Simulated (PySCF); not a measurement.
From one molecule to another.

First species: C6H6OP2S.
InChI=1S/C6H6OP2S/c1-10-6-8-3-5(2-7)4-9-6/h2-4H,1H3

Second species: C4H12N2OSi.
SMILES: `N[SiH](N)OC1CCC1`

Levels: PBE0/pcSseg-1 for dipole moment, HOMO energy, LUMO energy and HOMO–LUMO gap; GFN2-xTB for rotational constant A and rotational constant C. Geometries: GFN2-xTB. All species are isolated and taken at one optimised geometry, non-relativistic unless stated; the electronic structure was computed with PySCF and density fitting.

The conformers computed, where there is a choice (atom-mapped SMILES and torsion angles):
- `[CH3:1][S:2][c:3]1[p:4][cH:5][c:6]([CH:7]=[O:8])[cH:9][p:10]1`: C1–S2–C3–P4 0°, C5–C6–C7–O8 0°
- `[NH2:1][SiH:2]([NH2:3])[O:4][CH:5]1[CH2:6][CH2:7][CH2:8]1`: N1–Si2–O4–C5 -51°, Si2–O4–C5–C6 88°, H–N1–Si2–N3 -168°, H–N1–Si2–N3 56°, H–N3–Si2–N1 -55°, H–N3–Si2–N1 170°

| property | column X | column Y |
| --- | --- | --- |
| dipole moment | 2.37 D | 1.46 D |
| HOMO energy | -6.66 eV | -7.26 eV |
| LUMO energy | -2.64 eV | 1.14 eV |
| HOMO–LUMO gap | 4.02 eV | 8.40 eV |
| rotational constant A | 1.958 GHz | 3.631 GHz |
| rotational constant C | 0.407 GHz | 0.846 GHz |

Question: Which column belongs to which species?

Answer: Column X is the first species and column Y the second. The first has 16 atoms and 96 electrons, the second 20 and 72.

Question: How does each property change from the first species to the second?

Answer: dipole moment -0.91 D; HOMO energy -0.60 eV; LUMO energy +3.78 eV; HOMO–LUMO gap +4.38 eV; rotational constant A +1.673 GHz; rotational constant C +0.439 GHz.

On the first: The dipole equals about 7.9 × 10⁻³⁰ C·m (1 D = 3.33564 × 10⁻³⁰ C·m). A dipole of 2.37 D is allowed in Cs, and pure rotational transitions are dipole-allowed.

On the second: The dipole equals about 4.9 × 10⁻³⁰ C·m (1 D = 3.33564 × 10⁻³⁰ C·m).
